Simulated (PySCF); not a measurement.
Species: 3-ethylstyrene, C10H12.
SMILES with atom numbers: `[CH2:1]=[CH:2][c:3]1[cH:4][cH:5][cH:6][c:7]([CH2:8][CH3:9])[cH:10]1`

Probes without a nucleus sit at each ring's centroid and 1 Å off its mean plane on both sides; NICS is minus the shielding there, NICSzz its component along the normal. Level: GIAO PBE0/pcSseg-1 (PySCF, non-relativistic, gas phase) on the GFN2-xTB geometry, one conformer.

Ring bond lengths (Å), with Mayer bond orders in brackets: C3–C4 1.396 (1.37), C4–C5 1.381 (1.45), C5–C6 1.384 (1.44), C6–C7 1.390 (1.39), C7–C10 1.385 (1.41), C10–C3 1.394 (1.37).

Question: What do the NICS probes read (ppm)?

Answer: 
```csv
ring,type,NICS(0),"NICS(1), two faces","NICS(1)zz, two faces",rms pucker (Å),"centre to ring atoms, mean (Å)"
C3–C4–C5–C6–C7–C10,6-membered carbocycle; formal bonds all aromatic,-7.9,-10.7 / -10.8,-25.6 / -26.4,0.00,1.39
```

Question: What do they say, and how far can they be read as aromaticity?

Answer: 
- C3–C4–C5–C6–C7–C10: mean NICS(1)zz -26.0 ppm, shielded, aromatic by this magnetic criterion (flat ring, no four-coordinate atom).

Question: And the bond-length index? Use HOMA with the parameters of Krygowski (1993).

Answer: 
- C3–C4–C5–C6–C7–C10: HOMA 0.99 = 1 − EN − GEO, with mean bond length 1.388 Å, EN = α(Ropt − mean)² = 0.000 and GEO = α × variance = 0.007. The geometric and the magnetic index point the same way.

Question: What field does 1 T along the ring normal induce along that normal at the first NICS(1) probe listed for ring C3–C4–C5–C6–C7–C10, 1 Å off the ring?

Answer: NICSzz × B0 = -25.6 ppm × 1 T = -26 μT, against the applied field.

Question: Give the inner angles of the rings and the Hirshfeld charges of the ring atoms.

Answer: 
- C3–C4–C5–C6–C7–C10: C3 118.2° (-0.003 e), C4 120.7° (-0.054 e), C5 120.2° (-0.051 e), C6 120.3° (-0.053 e), C7 119.1° (+0.011 e), C10 121.5° (-0.050 e); sum 720.0° against 720° for a flat convex ring.

Question: What are the shieldings of the ring atoms and their hydrogens in the same run (means over atoms taken as equivalent)?

Answer: 
```tsv
atoms	environment	σ isotropic (ppm)	principal values of the symmetric part, first atom (ppm)
C3	substituted aromatic carbon	45.1	-50.0, 9.6, 175.6
C4	aromatic CH carbon	53.4	-44.0, 42.5, 161.7
C5	aromatic CH carbon	52.2	-58.1, 40.0, 174.6
C6	aromatic CH carbon	53.4	-49.4, 46.2, 163.5
C7	substituted aromatic carbon	35.6	-60.1, -8.1, 175.1
C10	aromatic CH carbon	59.9	-39.8, 49.2, 170.2
H on C4	aromatic hydrogen	24.53	21.1, 24.6, 27.9
H on C5	aromatic hydrogen	24.16	20.8, 24.7, 26.9
H on C6	aromatic hydrogen	24.38	20.9, 23.4, 28.8
H on C10	aromatic hydrogen	23.78	19.1, 21.9, 30.3
```

Time: 63 s. Hardware: one thread, Arm Neoverse V1, shared host. This is the whole shielding run at PBE0/pcSseg-1, SCF included.

The values belong to the conformer `[CH2:1]=[CH:2][c:3]1[cH:4][cH:5][cH:6][c:7]([CH2:8][CH3:9])[cH:10]1`: C1–C2–C3–C4 179°, C6–C7–C8–C9 -91°.
